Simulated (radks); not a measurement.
Neutral fluorine inside a hard spherical wall (all orbitals vanish at R), configuration held at [He] 2s2 2p5 and not refilled when levels cross. Method: non-relativistic Kohn-Sham, LDA (Slater exchange, VWN5 correlation), spin-unpolarised, spherical densities, point nucleus; computed with a radial shooting solver on a logarithmic mesh with Libxc functionals. Eigenvalues in eV, with the zero of energy where the potential of the charges vanishes at infinity; a dash marks a level that is unbound or too diffuse for the functional's potential to be trusted. A positive occupied level is held by the wall or, in an anion where self-interaction has pushed it up, behind a barrier. The pressure on the wall is -dE/dV.

R (bohr)	E (hartree)	kinetic (hartree)	e(1s)	e(2s)	e(2p)	e(3s, empty)	e(3p, empty)	pressure (GPa)
free	-99.09965	98.676	-658.23	-29.575	-11.309	-0.093	-	0
20	-99.09965	98.676	-658.23	-29.575	-11.309	-0.058	0.589	< 0.0001
10	-99.09965	98.676	-658.23	-29.575	-11.309	0.397	2.003	< 0.0001
8	-99.09963	98.676	-658.22	-29.573	-11.307	0.987	3.166	0.000900
7	-99.09956	98.677	-658.22	-29.566	-11.300	1.633	4.263	0.00747
6	-99.09911	98.681	-658.17	-29.531	-11.264	2.860	6.139	0.0650
5	-99.09618	98.705	-657.95	-29.374	-11.097	5.455	9.684	0.610
3.5	-99.03707	99.050	-655.47	-27.746	-9.276	18.491	24.760	24.1
3	-98.92451	99.602	-652.27	-25.710	-6.941	30.767	37.455	96.2
2.5	-98.57958	101.063	-645.13	-21.081	-1.658	55.188	61.074	438
2	-97.42696	105.113	-628.82	-9.514	11.050	109.38	110.14	2380
